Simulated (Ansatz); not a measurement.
Born–Oppenheimer molecular dynamics of Cl2F2H4OSiTi (11 atoms, charge 0, multiplicity 1). It starts at the highest image of a converged band, a first-order saddle point between two minima.

Method: RKS PBE/def2-SVP (Ansatz 0.2.0).

* ensemble: NVE (velocity Verlet)
* time step: 0.5 fs
* steps asked: 200
* starting velocities drawn for: 300 K
* seed: 3708

First frame:

```xyz
11
Properties=species:S:1:pos:R:3
Ti 0.113 -0.260 -0.107
Cl 0.735 0.168 2.474
F 1.611 0.509 -0.538
F -1.196 0.870 0.059
Cl -0.405 -1.309 -1.992
O 0.091 -1.890 0.921
Si -0.094 -3.572 0.627
H 0.990 -4.035 -0.299
H 0.039 -4.237 1.965
H -1.450 -3.824 0.042
H 0.421 -1.195 1.967
```

Task: How far do the bonds stretch over the last three quarters of this one trajectory? (Pairs bonded in most of those frames.)

Result: 
```
   bond  mean (Å)  spread (Å)  shortest  longest
Ti1–Cl2     2.349       0.148      2.20     2.64
 Ti1–F3     1.730       0.018      1.70     1.76
 Ti1–F4     1.736       0.023      1.70     1.77
Ti1–Cl5     2.282       0.066      2.15     2.37
 Ti1–O6     2.171       0.130      2.02     2.40
 O6–Si7     1.741       0.022      1.71     1.78
 O6–H11     1.006       0.047      0.92     1.10
 Si7–H8     1.502       0.058      1.42     1.59
 Si7–H9     1.502       0.022      1.47     1.54
Si7–H10     1.496       0.011      1.48     1.52
```

Pairs bonded in part of these frames only: Ti1–H11 26 %.

Mean temperature of the second half: 381 K. The conserved energy stayed within 0.17 meV per atom of its start (net change -0.043 meV per atom), so the integration is sound. A run of 0.1 ps of so small a system gives no equilibrium averages. The orbitals stay closed-shell, which can raise the energy where a bond breaks towards radicals; this wasn't checked here.

The run took 5.1 min on 4 threads of Intel(R) Xeon(R) Platinum 8488C (Sapphire Rapids) (shared host), peak memory 0.26 GiB.
